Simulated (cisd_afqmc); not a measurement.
Input (AFQMC/CISD/cc-pV(T+d)Z; cisd_afqmc is a phaseless AFQMC code with CISD trial states that reads the integrals written by Ansatz): A basis named .json is the Basis Set Exchange file of that set.

Ansatz 0.2 input:
```python
import cisd_afqmc

open("ham.yaml", "w").write("""\
crystal:
  periodic: [false, false, false]
  atoms:
    - {symbol: Si, position_ang: [-0.98990283, -0.04996027, -0.03804341]}
    - {symbol: Cl, position_ang: [1.07228026, 0.05411785, 0.04120929]}
    - {symbol: H, position_ang: [-1.36880146, -1.06901170, -1.03602533]}
    - {symbol: H, position_ang: [-1.51034546, 1.27418452, -0.43018875]}
    - {symbol: H, position_ang: [-1.49097781, -0.42573245, 1.29826384]}
basis:
  gaussian:
    orbitals: cc-pV_T+d_Z.json
magnetization: {spin_polarized: false}
correlation: {method: ccsd, electrons: outside_noble_gas, hamiltonian_folder: ham}
""")
rep = cisd_afqmc.ansatz("ham.yaml")
e_ccsd = rep["correlation"]["coupled_cluster"]["energy"]["hartree"]
out = cisd_afqmc.run("ham", e_ccsd, trial="CISD", walkers=1000, populations=1, threads=12, dt=0.005, steps=40, early=24, settle=10, least=100,
    cut=5e-5, rank_cut=2e-4, target=0.0004, seconds=1000, seed=4, memory=62639, gpu=True)
```

Output:

```
orbitals 110, occupied [7], factors 579 of 700, rank of the doubles 242 of 721
E(HF) = -750.262270
E(CCSD) on the cut factors = -750.619949, shift to the whole factors -0.000012
Energy of the trial state on the determinant = -750.619909
  tau behind 7.2 of longer steps, mean of the populations' last blocks
   2.0  -750.63165
   4.0  -750.63361
   6.0  -750.63327
   8.0  -750.63383
  10.0  -750.63392
  12.0  -750.63470
  14.0  -750.63287
  16.0  -750.63393
  18.0  -750.63406
  20.0  -750.63343
  22.0  -750.63359
blocks 100 (0 outliers left out), error by blocks joined: 1: 0.00010, 2: 0.00013, 4: 0.00015, 8: 0.00018
E(AFQMC/CISD) = -750.63372 +/- 0.00018
```

The error still grows at the longest joins of blocks, or few joins were possible, so the printed bar may be too narrow.
